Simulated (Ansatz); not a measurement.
The first iterations of a band of CH5Sb (7 atoms, charge 0, multiplicity 1).

Theory: Ansatz 0.2.0, RKS PBE0/def2-SVP.

```json
{
  "movable images": "5",
  "climbing image": "yes",
  "spring": "5.0 eV/Å²",
  "optimiser": "quadratic models (default)",
  "start path": "through a guess of the saddle point",
  "force threshold": "0.05 eV/Å",
  "iteration limit": "60",
  "end points": "relaxed"
}
```

Image 0:

```xyz
7
Properties=species:S:1:pos:R:3
C -0.612 -0.480 -0.406
Sb 0.675 0.181 1.221
H -0.442 -1.552 -0.578
H -1.660 -0.332 -0.110
H -0.408 0.078 -1.328
H 0.414 1.850 0.904
H 2.094 0.187 0.252
```

Image 6:

```xyz
7
Properties=species:S:1:pos:R:3
C -0.542 -0.517 -0.461
Sb 1.087 -0.034 0.901
H -1.295 -1.104 0.083
H -1.004 0.392 -0.865
H -0.145 -1.127 -1.284
H 0.192 1.177 1.728
H 1.767 1.145 -0.148
```

| iteration | highest image above the first end (eV) | largest band force component (eV/Å) |
| --- | --- | --- |
| 1 | 0.231 | 3.078 |
| 2 | 0.127 | 1.089 |

Q: Does the band converge within its limit, and where does its top end?

A: The run converged. It ended after 6 iterations with the highest image 0.040 eV above the first end. A vibrational analysis at the climbing image gives one clearly imaginary mode, 157i cm⁻¹: a first-order saddle point.

Time of the run: 78 s on 1 CPU thread of a shared host.
